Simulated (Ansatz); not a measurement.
Reaction (ligand exchange at the Hf–N bond): `CC[N](C)[Hf]([F])([F])[F]` + HI → `[F][Hf]([F])([F])[I]` + ethylmethylamine

Program: Ansatz. Geometries: PBE0-D4/def2-TZVP. ΔE: electronic, gas phase. CCSD(T)/CBS is the MP2 limit (def2-TZVPP, def2-QZVPP) plus CCSD(T) − MP2 in def2-TZVPP, frozen cores. Elements past krypton have def2 core potentials. For Hf, I outer-core shells are correlated without core-valence functions, which leaves a few kJ/mol of doubt a bond. Each species was taken in one conformer, which may not be the lowest.

| species | MP2/def2-TZVPP energy (Eh) |
| --- | --- |
| `CC[N](C)[Hf]([F])([F])[F]` | -520.82311 |
| HI | -297.74990 |
| `[F][Hf]([F])([F])[I]` | -644.50380 |
| `CCNC` | -174.09810 |

(1) Work out ΔE.

(2) What do rigid-rotor, harmonic-oscillator terms from PBE0-D4/def2-TZVP frequencies (298.15 K, 1 bar) make of the CCSD(T)/CBS value? (Estimate.)

Largest T1 diagnostic among the species: 0.015.

## Answers

(1) ΔE = (-644.50380) + (-174.09810) − (-520.82311) − (-297.74990) = -0.02889 Eh = -0.79 eV. CCSD(T)/CBS gives -0.81 eV.

(2) Computed: ΔZPE = +0.18 eV, ΔH = -0.67 eV, ΔS = -3 J/(mol·K), ΔG = -0.66 eV. Modes under 50 cm⁻¹ make the entropy rough.

In def2-TZVPP, CCSD(T) changes the Hartree–Fock value by +0.34 eV (the triples alone add +0.02 eV) and MP2 by +0.30 eV. From BLYP to BHLYP (50 % exact exchange), in def2-TZVPP and without D4, ΔE moves by −0.11 eV. Leaving LDA and LC-ωPBE aside and taking each functional with its dispersion term where it has one, the values, not all of them listed here, spread over 0.19 eV, from r2SCAN0-D4 to BLYP-D4. LDA lies +0.10 eV from PBE without D4.
